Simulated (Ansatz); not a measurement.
`B[SiH](Cl)[SnH3]` + H₂ → `B[SiH2]Cl` + `[SnH4]` at 700 K and 1 bar (hydrogenolysis of the Si–Sn bond).

Calculated with Ansatz (gas phase, PBE0-D4/def2-TZVP geometries, no zero-point term in ΔE). CBS: MP2 limit from def2 TZ/QZ plus the TZ coupled-cluster correction, frozen cores. This one scheme is used for every species. Elements past krypton have def2 core potentials. For Sn outer-core shells are correlated without core-valence functions, which leaves a few kJ/mol of doubt a bond.

```tsv
species	CCSD(T)/CBS energy (Eh)	H − E (kJ/mol)	S (J/(mol·K))
`B[SiH](Cl)[SnH3]`	-991.28328	222.0	518.3
H₂	-1.17544	46.8	155.3
`B[SiH2]Cl`	-776.05948	156.8	388.5
`[SnH4]`	-216.39156	106.0	282.9
```

H − E and S are ideal-gas, rigid-rotor, harmonic terms from PBE0-D4/def2-TZVP, for one conformer and one mirror image of each species. For small species the MP2-based limit differs from directly extrapolated CCSD(T) by up to some mEh (0.8 for H₂); such offsets cancel only in part. 1 Eh = 2625.50 kJ/mol, R = 8.31446 J/(mol·K).

By hand: ΔE, ΔH, ΔS and ΔG.

ΔE = (-776.05948) + (-216.39156) − (-991.28328) − (-1.17544) = 0.00768 Eh = 20.2 kJ/mol. Δ(H − E) = 156.8 + 106.0 − 222.0 − 46.8 = -6.0, so ΔH = 14.2 kJ/mol. ΔS = 388.5 + 282.9 − 518.3 − 155.3 = -2.2 J/(mol·K). ΔG = 14.2 − 700 × (-2.2)/1000 = 15.7 kJ/mol.

By hand: the equilibrium constant, and the temperature at which ΔG would vanish if ΔH and ΔS stayed fixed.

log₁₀ K = −ΔG/(RT ln 10) = -1.2. ΔH and −TΔS have one sign here, so there is no such temperature.

The number of gas molecules stays the same, so ΔS is small and ΔH decides. A doubt of 5 kJ/mol in ΔE shifts log₁₀ K by 0.4 here. Other conformers and mirror images would add mixing entropy, several J/(mol·K) or more a flexible species. Modes under 60 cm⁻¹, often nearly free rotors, make the harmonic entropy too high. These are equilibria of isolated gas molecules and say nothing of rates. Largest T1 diagnostic: 0.013 (customary marks: 0.02 for closed shells, 0.045 for open ones).

ΔS is within the doubt of such terms, so its sign, and with it that verdict, could turn.
